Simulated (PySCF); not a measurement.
Job file and geometry (Å, from GFN2-xTB) of an NMR shielding run on SMILES C[SiH2][C@@H]1CNBN1, C₃H₁₁BN₂Si, GIAO PBE0/pcSseg-1 NMR shielding, non-relativistic, gas phase (PySCF); density fitting, a coarse starting grid and PySCF grid level 2 are the driver's defaults:

```
$ OMP_NUM_THREADS=1 python probes_run.py task.json out

{"job": {"kind": "nmr", "xc": "PBE0", "basis": "pcSseg-1"}, "charge": 0, "multiplicity": 1}
C      2.070785     0.228572    -0.659801
Si     1.362676    -0.752616     0.798312
C     -0.534782    -0.480491     0.866966
C     -1.260095    -0.895167    -0.430754
N     -1.621538     0.360693    -1.051906
B     -1.411848     1.451815    -0.193491
N     -0.819189     0.947043     0.969347
H      1.708909    -0.159070    -1.608129
H      1.775673     1.272744    -0.603386
H      3.155896     0.185217    -0.677509
H      1.932512    -0.265778     2.064039
H      1.640143    -2.188200     0.647183
H     -0.973105    -1.009220     1.724226
H     -2.155582    -1.497036    -0.209388
H     -0.619012    -1.495939    -1.089710
H     -2.105856     0.315843    -1.930128
H     -1.680288     2.565447    -0.410342
H     -0.474056     1.422459     1.782814
```

Problem. What does the program print?

Solution. 
```
coarse grid: 14912 points
cycle   1  E = -544.2822172846  dE =  7.561e-01  |g| = 5.172e-01  |ddm| = 3.691e+00
cycle   2  E = -544.2543945857  dE =  2.782e-02  |g| = 6.341e-01  |ddm| = 1.005e+00
cycle   3  E = -544.3476816343  dE = -9.329e-02  |g| = 6.234e-02  |ddm| = 5.982e-01
cycle   4  E = -544.3483961336  dE = -7.145e-04  |g| = 2.476e-02  |ddm| = 6.218e-02
cycle   5  E = -544.3485291570  dE = -1.330e-04  |g| = 6.630e-03  |ddm| = 2.236e-02
cycle   6  E = -544.3485391502  dE = -9.993e-06  |g| = 2.019e-03  |ddm| = 7.228e-03
final grid: 137840 points
cycle   7  E = -544.3841557390  dE = -3.611e-05  |g| = 9.290e-03  |ddm| = 2.791e-02
cycle   8  E = -544.3841408651  dE =  1.487e-05  |g| = 1.237e-02  |ddm| = 1.756e-02
cycle   9  E = -544.3841766028  dE = -3.574e-05  |g| = 7.766e-04  |ddm| = 9.942e-03
cycle  10  E = -544.3841767115  dE = -1.088e-07  |g| = 3.184e-04  |ddm| = 7.398e-04
cycle  11  E = -544.3841767329  dE = -2.136e-08  |g| = 6.393e-05  |ddm| = 2.687e-04
cycle  12  E = -544.3841767335  dE = -6.364e-10  |g| = 3.415e-05  |ddm| = 7.472e-05
cycle  13  E = -544.3841767338  dE = -2.619e-10  |g| = 3.527e-06  |ddm| = 2.922e-05
converged SCF energy = -544.3841767338

GIAO shielding tensors (ppm)
atom      isotropic    diamagn.    paramagn.     s11        s22        s33       span
  0 C      200.343     253.487     -53.144    193.871    198.818    208.340     14.468
  1 Si     393.286     880.789    -487.503    358.857    398.056    422.946     64.089
  2 C      142.413     250.690    -108.277    118.994    135.395    172.849     53.855
  3 C      136.654     246.862    -110.208    112.123    133.731    164.108     51.985
  4 N      184.084     320.810    -136.726    126.178    181.160    244.914    118.737
  5 B       77.915     197.604    -119.689     61.503     62.981    109.261     47.759
  6 N      184.551     322.250    -137.699    123.441    178.472    251.740    128.299
  7 H       31.605      31.957      -0.352     26.425     29.874     38.515     12.090
  8 H       31.333      32.122      -0.789     26.078     30.429     37.491     11.412
  9 H       31.790      28.760       3.030     26.856     27.986     40.529     13.673
 10 H       27.784      29.836      -2.052     24.005     25.916     33.431      9.425
 11 H       27.757      29.536      -1.779     24.361     25.500     33.410      9.049
 12 H       28.137      30.960      -2.823     24.611     25.698     34.102      9.491
 13 H       27.584      29.391      -1.807     22.235     26.083     34.433     12.198
 14 H       28.169      31.782      -3.613     24.458     27.676     32.373      7.915
 15 H       29.430      31.683      -2.253     22.681     26.988     38.621     15.940
 16 H       27.665      30.496      -2.832     25.880     26.432     30.682      4.802
 17 H       29.481      33.463      -3.983     23.162     27.558     37.723     14.561
```

Size and cost of the density-fitted run: 181 basis functions, 53 s wall time on 1 thread of an Arm Neoverse N1, shared host; peak memory 0.83 GiB.
